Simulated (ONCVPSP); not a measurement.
**Gd (Z = 64): one change to an ONCV potential, before and after**

gadolinium, optimised norm-conserving Vanderbilt (ONCV), made with ONCVPSP 4.0.1 (PBEsol, fully relativistic). Core [Kr] 4d10, reference 4f7 5s2 5p6 5d1 6s1.5 6p0.5. Waves: 5s+6s: rc 1.80 bohr, ncon 4, nbas 8, qcut 6.7 1/bohr, 2 projectors; 5p+6p: rc 2.65 bohr, ncon 4, nbas 8, qcut 5.1 1/bohr, 2 projectors; 5d: rc 2.50 bohr, ncon 5, nbas 10, qcut 4.4 1/bohr, 3 projectors, debl 1 Ha; 4f: rc 1.10 bohr, ncon 4, nbas 9, qcut 16.9 1/bohr, 1 projector. Local part: polynomial inside 0.90 bohr (lpopt 5, dvloc0 0 Ha). Core correction: polynomial model core, fcfact 0.7.

Open shells are filled in proportion to 2j + 1.

Change: scalar-relativistic.

Cutoffs: the cutoffs (Ha) at which the residual kinetic energy of the hardest occupied pseudo-wave falls to 1 and 0.1 mHa per electron; they do not see the model core or the augmentation charge, which bear on the density cutoff. Errors are all-electron minus pseudo energies relative to the spin-unpolarised reference configuration.

Q: Predict the effect on cutoff, ghosts and configuration errors.

A: The potential gets neither clearly harder nor softer (114 Ha and 125 Ha → 114 Ha and 124 Ha); both files keep a bound ghost (p, s); of the 3 tests that both files solve, the error grows in 2 and shrinks in 0 by more than 15 % and 0.3 meV (median size 0.1 → 1.5 meV).

```tsv
quantity	base	changed
cutoff, loose	114 Ha	114 Ha
cutoff, tight	125 Ha	124 Ha
loose cutoff by channel	s 16 Ha, p 8.1 Ha, d 8.0 Ha, f 114 Ha	s 16 Ha, p 7.5 Ha, d 7.9 Ha, f 114 Ha
bound ghosts	s, p3/2, p1/2	s, p
GHOST(+) flags under 300 eV	d3/2 at 240.6 eV	none
tests counted as reliable (solved cleanly; for ONCVPSP, near-neutral configurations with less than one 5d electron left out)	3 of 4	3 of 4
error for 4f7 5s2 5p6 5d1 6s2 6p0, meV [ΔE -1.43 → -1.43 eV]	-0.1	+0.2
error for 4f7 5s2 5p6 5d1 6s1 6p0, meV [ΔE 5.25 → 5.24 eV]	+0.1	-1.5
error for 4f7 5s2 5p6 5d1 6s0 6p0, meV [ΔE 17.29 → 17.29 eV]	+0.3	-4.6
s: phases at 1.83 bohr within 0.05 rad from the reference energy up to (Ha; the scan ends near 5)	to the end of the scan	to the end of the scan
rms error of d²Exc/dni dnj with the model core, mHa	2.37	0.75
```

 A true bound ghost makes a file unfit for plane-wave use even where its test errors are small: the radial tests pick states by their node count and pass the ghost by.
